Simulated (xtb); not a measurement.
xtb input:

```bash
xtb mol.xyz --gfnff --opt tight --chrg 0 --uhf 0
```
mol.xyz:
```
6

B      0.06851465    -0.41578008    -0.07649242
Cl    -0.21456751     1.30209956     0.23955152
O      1.36495875    -0.81329309    -0.18437089
O     -1.03192754    -1.20770161    -0.18743813
H      1.50716200    -1.74913713    -0.35620216
H     -0.86633733    -2.13969732    -0.35923947
```

Q: Predict the final energy.

A: -0.63316 Eh (GFN-FF).
